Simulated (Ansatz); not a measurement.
`N#[C][SnH3]` + `O[SiH2][SiH3]` → `[SiH3][SiH2][O][SnH3]` + `C#N`  (ligand exchange at the Sn–C bond)

Calculated with Ansatz (gas phase, PBE0-D4/def2-TZVP geometries, no zero-point term in ΔE). CCSD(T)/CBS adds triple-zeta CCSD(T) − MP2 to the extrapolated MP2 energy (def2 sets, frozen cores). This one scheme is used for every species. Functionals use def2-TZVPP. B3LYP here is the variant with VWN-RPA as its local correlation; programs differ in this. Elements past krypton have def2 core potentials. For Sn outer-core shells are correlated without core-valence functions, which leaves a few kJ/mol of doubt a bond. One conformer a species, not always the lowest.

```csv
level,ΔE (kcal/mol),difference from CCSD(T)/CBS
PBE-D4,-1.1,1.6
r2SCAN-D4,-2.0,0.7
B3LYP-D4,-2.9,-0.2
ωB97M-V,-1.2,1.5
B2PLYP,-1.9,0.8
HF/def2-TZVPP,-2.1,0.6
MP2/def2-TZVPP,-1.2,1.5
SCS-MP2/def2-TZVPP,-1.8,0.9
CCSD/def2-TZVPP,-1.2,1.5
CCSD(T)/def2-TZVPP,-1.2,1.5
HF/def2-QZVPP,-2.6,0.1
MP2/def2-QZVPP,-2.3,0.4
SCS-MP2/def2-QZVPP,-2.8,-0.1
HF/CBS(def2),-2.7,0.0
MP2/CBS(def2),-2.8,-0.1
CCSD/CBS(def2),-2.7,0.0
CCSD(T)/CBS,-2.7,0
```

Largest T1 diagnostic among the species: 0.014.

In def2-TZVPP, CCSD(T) changes the Hartree–Fock value by +0.9 kcal/mol (the triples alone add −0.0 kcal/mol) and MP2 by +0.8 kcal/mol. The D4 term adds −1.4 kcal/mol with B3LYP and −0.8 kcal/mol with PBE0; it sums over pairs of atoms, weighted by their polarisabilities, and B3LYP, whose exchange is more repulsive, gets the larger term.
